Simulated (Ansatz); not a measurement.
`C[SiH2][Se]C` + NH₃ → `C[SiH2]N` + `C[SeH]` at 600 K and 1 bar (ligand exchange at the Si–Se bond).

Computed with Ansatz on PBE0-D4/def2-TZVP structures; ΔE is electronic, products minus reactants. CCSD(T)/CBS is the MP2 limit (def2-TZVPP, def2-QZVPP) plus CCSD(T) − MP2 in def2-TZVPP, frozen cores. This one scheme is used for every species. For Se outer-core shells are correlated without core-valence functions, which leaves a few kJ/mol of doubt a bond. Scalar relativity is left out up to krypton. Each species was taken in one conformer, which may not be the lowest.

```
       species  CCSD(T)/CBS energy (Eh)  H − E (kJ/mol)  S (J/(mol·K))
`C[SiH2][Se]C`              -2770.73796           307.2          463.3
           NH₃                -56.50880           112.4          219.5
    `C[SiH2]N`               -386.08232           261.1          384.5
      `C[SeH]`              -2441.15625           149.5          312.9
```

H − E and S are ideal-gas, rigid-rotor, harmonic terms from PBE0-D4/def2-TZVP, for one conformer and one mirror image of each species. 1 Eh = 2625.50 kJ/mol, R = 8.31446 J/(mol·K).

**Question.** By hand: ΔE, ΔH, ΔS and ΔG.

**Answer.** ΔE = (-386.08232) + (-2441.15625) − (-2770.73796) − (-56.50880) = 0.00819 Eh = 21.5 kJ/mol. Δ(H − E) = 261.1 + 149.5 − 307.2 − 112.4 = -9.0, so ΔH = 12.5 kJ/mol. ΔS = 384.5 + 312.9 − 463.3 − 219.5 = 14.6 J/(mol·K). ΔG = 12.5 − 600 × (14.6)/1000 = 3.7 kJ/mol.

**Question.** By hand: the equilibrium constant, and the temperature at which ΔG would vanish if ΔH and ΔS stayed fixed.

**Answer.** log₁₀ K = −ΔG/(RT ln 10) = -0.3. ΔG = 0 at ΔH/ΔS = 856 K, though so small a ΔS makes that figure unsure.

TΔS isn't small against ΔH here. The sign of ΔG lies within the doubt. A doubt of 5 kJ/mol in ΔE shifts log₁₀ K by 0.4 here. Other conformers and mirror images would add mixing entropy, several J/(mol·K) or more a flexible species. Modes under 60 cm⁻¹, often nearly free rotors, make the harmonic entropy too high. These are equilibria of isolated gas molecules and say nothing of rates. Largest T1 diagnostic: 0.009 (customary marks: 0.02 for closed shells, 0.045 for open ones).
